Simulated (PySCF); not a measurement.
Compound: C7H9ClN2.
Atom-mapped SMILES: `[CH3:1][NH:2][NH:3][c:4]1[cH:5][cH:6][c:7]([Cl:8])[cH:9][cH:10]1`

NICS = −σ at a ghost point: NICS(0) at the centroid of the ring atoms, NICS(1) 1 Å to either side along the normal of their mean plane, zz for the tensor component along that normal. Level: GIAO PBE0/pcSseg-1 (PySCF, non-relativistic, gas phase) on the GFN2-xTB geometry, one conformer.

Ring bond lengths (Å), with Mayer bond orders in brackets: C4–C5 1.397 (1.34), C5–C6 1.380 (1.48), C6–C7 1.385 (1.36), C7–C9 1.386 (1.35), C9–C10 1.379 (1.45), C10–C4 1.396 (1.37).

Problem. Give the NICS values of each ring in ppm.

Solution. 
| ring | type | NICS(0) | NICS(1), two faces | NICS(1)zz, two faces | rms pucker (Å) | centre to ring atoms, mean (Å) |
| --- | --- | --- | --- | --- | --- | --- |
| C4–C5–C6–C7–C9–C10 | 6-membered carbocycle; formal bonds all aromatic | -8.8 | -10.2 / -9.9 | -23.9 / -23.5 | 0.00 | 1.39 |

Problem. What do they say, and how far can they be read as aromaticity?

Solution. 
- C4–C5–C6–C7–C9–C10: mean NICS(1)zz -23.7 ppm, shielded. For a flat ring without four-coordinate atoms the NICS criterion counts such a value as aromatic.

Problem. How equal are the bonds by HOMA? HOMA takes Krygowski's 1993 parameters.

Solution. 
- C4–C5–C6–C7–C9–C10: HOMA 0.99 = 1 − EN − GEO, with mean bond length 1.387 Å, EN = α(Ropt − mean)² = 0.000 and GEO = α × variance = 0.012. The geometric and the magnetic index point the same way.

Problem. At the first NICS(1) probe listed for ring C4–C5–C6–C7–C9–C10, 1 Å off the ring, how large is the induced field along the normal in 1 T applied along it?

Solution. NICSzz × B0 = -23.9 ppm × 1 T = -24 μT, against the applied field.

Problem. List the ring angles and the Hirshfeld charges of the ring atoms.

Solution. 
- C4–C5–C6–C7–C9–C10: C4 119.0° (+0.043 e), C5 120.6° (-0.076 e), C6 119.6° (-0.062 e), C7 120.6° (-0.007 e), C9 119.7° (-0.060 e), C10 120.5° (-0.075 e); sum 720.0° against 720° for a flat convex ring.

Conformer computed: `[CH3:1][NH:2][NH:3][c:4]1[cH:5][cH:6][c:7]([Cl:8])[cH:9][cH:10]1`: C1–N2–N3–C4 137°, N2–N3–C4–C5 169°.
